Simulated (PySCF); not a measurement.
Input of a run on `CCc1csc(Cl)p1`: the job's settings, then the atoms in Å.
```
{"job": {"kind": "uv", "xc": "CAM-B3LYP", "basis": "def2-SVPD", "solvent": "chloroform", "nstates": 6, "ntriplets": 0}, "charge": 0, "multiplicity": 1}
C     -1.985777    -0.595931     0.432320
C     -1.188645     0.214739    -0.585201
C      0.293046     0.198663    -0.316946
C      0.946998     1.247879     0.267475
S      2.624674     1.070632     0.561986
C      2.724064    -0.520839    -0.077391
Cl     4.267826    -1.273935    -0.066142
P      1.287513    -1.235779    -0.695700
H     -1.659811    -1.647830     0.443424
H     -1.848162    -0.196479     1.448575
H     -3.061011    -0.577504     0.198471
H     -1.380789    -0.176920    -1.598117
H     -1.539128     1.259815    -0.590128
H      0.486597     2.195253     0.559995
```

Method: TDDFT CAM-B3LYP/def2-SVPD, vertical, IEF-PCM chloroform (non-equilibrium linear response), core orbitals frozen in the response (PySCF, density fitting); geometry PBE0-D3(BJ)/def2-SVP, gas phase, not relaxed in the solvent; ε = 4.711, cavity from Bondi-type radii × 1.2. The static polarisability takes the continuum's full static response.

Problem. What does the run print?

Solution. 
```
coarse grid: 14024 points
cycle   1  E = -1393.0778806362  dE =  1.334e+00  |g| = 3.752e-01  |ddm| = 5.830e+00
cycle   2  E = -1393.0587921681  dE =  1.909e-02  |g| = 5.047e-01  |ddm| = 1.461e+00
cycle   3  E = -1393.1224767397  dE = -6.368e-02  |g| = 5.604e-02  |ddm| = 7.365e-01
cycle   4  E = -1393.1232774518  dE = -8.007e-04  |g| = 3.353e-02  |ddm| = 1.656e-01
cycle   5  E = -1393.1235787881  dE = -3.013e-04  |g| = 6.773e-03  |ddm| = 6.061e-02
cycle   6  E = -1393.1235922844  dE = -1.350e-05  |g| = 2.615e-03  |ddm| = 2.428e-02
cycle   7  E = -1393.1235945401  dE = -2.256e-06  |g| = 8.845e-04  |ddm| = 5.211e-03
final grid: 123696 points
cycle   8  E = -1393.2857795249  dE = -2.450e-05  |g| = 3.280e-03  |ddm| = 6.684e-02
cycle   9  E = -1393.2857798841  dE = -3.592e-07  |g| = 3.167e-03  |ddm| = 1.175e-02
cycle  10  E = -1393.2857824290  dE = -2.545e-06  |g| = 2.959e-04  |ddm| = 4.785e-03
cycle  11  E = -1393.2857824479  dE = -1.888e-08  |g| = 2.101e-04  |ddm| = 8.520e-04
cycle  12  E = -1393.2857824599  dE = -1.204e-08  |g| = 4.955e-05  |ddm| = 3.854e-04
cycle  13  E = -1393.2857824608  dE = -9.004e-10  |g| = 2.151e-05  |ddm| = 1.201e-04
converged SCF energy = -1393.2857824608

Static polarisability (au): isotropic 150.317, principal 100.594 159.554 190.804

Singlet excitations
state   eV       nm        f      main configurations
  1   4.5732    271.1   0.16826   H->L 0.92
  2   4.8183    257.3   0.12933   H-1->L 0.88
  3   5.2561    235.9   0.01062   H-2->L 0.97
  4   5.5803    222.2   0.00043   H->L+1 0.71, H->L+2 0.11
  5   5.9494    208.4   0.00231   H-1->L+1 0.70
  6   6.0383    205.3   0.17380   H->L+2 0.65, H-1->L+2 0.10, H->L+1 0.10
```

The cycles run first on a coarse grid and then on the final one, and are numbered through; the first dE on the final grid is taken against the last density's energy on that grid. Energies include the polarisation term of the continuum.

Problem. The same input without solvent ends at -1393.282735 Eh. What does the continuum change?

Solution. The energy falls by 0.003047 Eh, 1.91 kcal/mol; the polarisation term alone is -2.19 kcal/mol. HOMO -8.01 → -7.99 eV, LUMO -0.63 → -0.61 eV, dipole 2.55 → 3.28 D. The SCF took 13 cycles in the solvent and 13 in the gas phase.

The run took 40 s wall on one thread of an Arm Neoverse V2, shared host with 96 logical CPUs at a one-minute load of 35, and the process peaked at 1.1 GiB of memory. This is the whole response run at CAM-B3LYP/def2-SVPD in chloroform, SCF included.

The values belong to the conformer `[CH3:1][CH2:2][c:3]1[cH:4][s:5][c:6]([Cl:7])[p:8]1`: C1–C2–C3–C4 -102°.
